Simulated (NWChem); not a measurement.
System: TiH$_{2}$O$_{2}$Cl$_{2}$; SMILES [OH][Ti]([Cl])([OH])[Cl]

```xyz
7

Ti    -0.3056     0.0016     0.0000
Cl     0.9370     1.8339     0.0000
Cl     0.9590    -1.8158     0.0000
O     -1.3197    -0.0102    -1.4364
H     -2.1969    -0.0896    -1.8447
O     -1.3197    -0.0102     1.4364
H     -2.1969    -0.0896     1.8447
```
Atoms are numbered in this order, from 1.

Results from NWChem. Pople sets run with spherical d functions. All runs use the structure optimised with PBE-D3(BJ)/def2-SVP. Not confirmed as a minimum by frequencies.

Question: Order these by “dipole (D)”, lowest first: PBE0/3-21G; PBE0/6-31G*; PBE0/STO-3G.

Answer: PBE0/6-31G* (5.40), PBE0/STO-3G (5.89), PBE0/3-21G (6.69)
